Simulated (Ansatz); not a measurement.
## The HOMO–LUMO gap down a group: B to In

One atom is swapped for its congeners: BH(NH2)2; AlH(NH2)2; GaH(NH2)2; InH(NH2)2. All are singlets with charge 0.

Shapes, held fixed at every level: PBE0-D4/def2-TZVP. Programs: Ansatz 0.2.0. Values in eV.

(1) How should the HOMO–LUMO gap change along the series?

Answers

(1) At wB97M-V/def2-TZVPP the HOMO–LUMO gap falls at every step, from 11.62 to 9.90 eV. Every level shows the same order. For atoms past krypton def2 sets carry core potentials with scalar relativity. Relativity is left out for Ga unless named. Orbital gaps aren't excitation energies, and the LUMO depends on the basis.

```csv
level,BH(NH2)2,AlH(NH2)2,GaH(NH2)2,InH(NH2)2
SPW92/def2-TZVPP,5.88,5.22,4.80,4.15
PBE-D4/def2-TZVPP,5.78,5.22,4.86,4.20
r2SCAN-D4/def2-TZVPP,6.93,5.95,5.46,4.76
B3LYP-D4/def2-TZVPP,7.36,6.85,6.50,5.72
BHLYP-D4/def2-TZVPP,9.81,9.37,9.02,8.09
r2SCAN0-D4/def2-TZVPP,8.75,7.87,7.42,6.62
wB97M-V/def2-TZVPP,11.62,11.24,11.03,9.90
```
